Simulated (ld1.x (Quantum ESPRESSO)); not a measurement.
# fluorine, RRKJ: configuration errors across variants

ld1.x (Quantum ESPRESSO) 7.5 input, shortened:

```
&input
   title='F', zed=9., rel=1, dft='PBESOL', iswitch=3,
   config='[He] 2s2 2p3'
 /
 &inputp
   pseudotype=2, tm=.false., lloc=1,
   nlcc=.true., new_core_ps=.true., rcore=0.50
 /
2
2S  1  0   2.00   0.00  0.55  0.55  0.0
2P  2  1   3.00   0.00  1.00  1.00  0.0
 &test
   configts(1)='2s2 2p3'
 /
```

All-electron excitation energies from the reference (eV): (1) 2s2 2p5 -57.595; (2) 2s2 2p4 -38.278; (3) 2s2 2p2 60.489; (4) 2s2 2p4.5 -50.085; (5) 2s2 2p1 146.081; (6) 2s1 2p5 -19.290; (7) 2s1 2p6 -38.899.

2 further variants failed, have other tests or another functional or relativity, and are left out.

Errors AE − PS in meV (a dash: test not solved or not reliable):

| change | (1) | (2) | (3) | (4) | (5) | (6) | (7) | bound ghosts |
| --- | --- | --- | --- | --- | --- | --- | --- | --- |
| base | -3.7 | +5.4 | +30 | +3.2 | +244 | +48 | +41 | none |
| wave 2p (bound): rc 1.00 bohr becomes 2p (bound): rc 1.34 bohr | -15 | +20 | +121 | +13 | +828 | +175 | +172 | none |
| wave 2s (bound): rc 0.55 bohr becomes 2s (bound): rc 0.70 bohr | -13 | +1.6 | +22 | -3.5 | +194 | +23 | +8.4 | none |
| core correction Bessel-smoothed model core inside 0.62 bohr | -4.5 | +5.0 | +29 | +2.6 | +232 | +48 | +42 | none |

Q: Give the same row for: local potential the s channel.

A: +38, +20, +54, +31, +355, +79, +104; bound ghosts: none.
